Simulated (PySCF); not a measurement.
# Computed records: ClFH$_{2}$NSi

All values are calculated (PySCF 2.14.0). Calculation on a computer-drawn molecule: optimised geometry and harmonic frequencies of an isolated molecule of the commonest isotopes, restricted reference for singlets and unrestricted otherwise, frozen core in MP2.

Common to all runs: charge 0; multiplicity 2; basis cc-pV(D+d)Z.

(1) ClFH$_{2}$NSi

Start structure:
```xyz
6
ClFH2NSi
N     -2.0689     0.1309     1.1068
Si    -1.1389    -0.2105    -0.3082
F      0.0880    -1.1191     0.4333
Cl    -2.1415    -1.4065    -1.5913
H     -2.9003     0.6505     1.0465
H     -1.6080     0.2890     1.9974
```

Here we set method HF.

Results for ClFH$_{2}$NSi: rotational constants 7.067, 3.385, 2.454 GHz; total energy -903.6076 hartree; spin squared 0.7555; convergence status largest gradient component 2.105e-06 hartree/bohr.

Drawn bonds:
| atom | other atom | order |
| --- | --- | --- |
| 1 | 2 | 1 |
| 2 | 3 | 1 |
| 2 | 4 | 1 |
| 1 | 5 | 1 |
| 1 | 6 | 1 |

Optimised structure:
```xyz
6
ClFH2NSi
N     -2.0542     0.1406     1.1136
Si    -1.0781    -0.2479    -0.2169
F      0.1210    -1.1521     0.3639
Cl    -2.1808    -1.3542    -1.5714
H     -2.9422     0.5897     0.9966
H     -1.6353     0.3581     1.9987
```

Modes:
| frequency (cm⁻¹) | reduced mass (dalton) |
| --- | --- |
| 90.43 | 1.392 |
| 227.3 | 7.801 |
| 297.6 | 2.288 |
| 337.4 | 1.324 |
| 368.6 | 6.637 |
| 550.1 | 17.14 |
| 819.8 | 1.881 |
| 898.5 | 3.179 |
| 947.4 | 6.865 |
| 1674 | 1.119 |
| 3778 | 1.05 |
| 3881 | 1.097 |

(2) ClFH$_{2}$NSi

Start structure:
```xyz
6
ClFH2NSi
N     -2.0541     0.1406     1.1136
Si    -1.0781    -0.2479    -0.2169
F      0.1210    -1.1521     0.3639
Cl    -2.1808    -1.3542    -1.5714
H     -2.9422     0.5897     0.9966
H     -1.6354     0.3581     1.9987
```

Here we set method MP2.

The calculation gives: rotational constants 6.823, 3.398, 2.431 GHz; total energy -904.1768 hartree; spin squared 0.7559; convergence status largest gradient component 2.046e-05 hartree/bohr.

Drawn bonds:
| atom | other atom | order |
| --- | --- | --- |
| 1 | 2 | 1 |
| 2 | 3 | 1 |
| 2 | 4 | 1 |
| 1 | 5 | 1 |
| 1 | 6 | 1 |

Optimised structure:
```xyz
6
ClFH2NSi
N     -2.0667     0.0715     1.1599
Si    -1.0556    -0.2627    -0.1899
F      0.1540    -1.2148     0.3502
Cl    -2.2033    -1.2758    -1.5768
H     -2.9664     0.5098     0.9680
H     -1.6316     0.5063     1.9731
```

Modes:
| frequency (cm⁻¹) | reduced mass (dalton) |
| --- | --- |
| 135.2 | 1.41 |
| 208.2 | 11.42 |
| 289.5 | 2.581 |
| 345.5 | 4.054 |
| 444.4 | 1.412 |
| 544.5 | 13.47 |
| 791.8 | 2.065 |
| 850.5 | 2.602 |
| 910.3 | 6.507 |
| 1560 | 1.115 |
| 3581 | 1.051 |
| 3691 | 1.094 |
